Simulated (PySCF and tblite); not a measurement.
C₅H₁₁NO, numbered as in [CH3:1][C:2]([CH3:3])([CH3:4])[C:5]([NH2:6])=[O:7].

Search: ETKDG and KDG, MMFF94s, GFN2-xTB, 90 starts; geometries at PBE0-D3(BJ)/def2-SVP. Free energies are PBE0-D3(BJ)/def2-TZVP (IEF-PCM, chloroform) single points with GFN2-xTB rigid-rotor and vibrational terms (modes under about 100 cm⁻¹ blended into free rotors). Symmetry numbers and mirror images are counted. Conformers within 3 kcal/mol (GFN2-xTB free energy) were kept, 8 at most. GIAO shieldings: wB97X-D/pcSseg-1 (IEF-PCM, chloroform). Shifts are against TMS (¹H), TMS (¹³C), NH3 (¹⁵N) at the same level. Codes: tblite and PySCF.

Torsions listed: C1–C2–C5–O7, O7–C5–N6–H6.

| conformer | shape | weight % | dipole D |
| --- | --- | --- | --- |
| 1 | 57°, -1° | 100.0 | 4.57 |

How do the computed shifts compare with measured ones?


```
nucleus    signal  leading conformer  average  measured                                          medium
     ¹H  H1/H3/H4               1.14     1.14      1.22  not stated per compound (mostly CDCl3 or CCl4)
    ¹³C  C1/C3/C4               29.2     29.2      27.6  not stated per compound (mostly CDCl3 or CCl4)
    ¹³C        C2               39.5     39.5      38.6  not stated per compound (mostly CDCl3 or CCl4)
```

Measured values: Pretsch, Buehlmann, Badertscher, Structure Determination of Organic Compounds, 4th ed. (2009). Mean difference for ¹³C: 1.25 ppm, scatter 0.35 ppm. The computed shifts are unscaled and lack vibrational corrections.


¹⁵N shifts are against a computed isolated NH3 molecule, about 20 ppm from the liquid.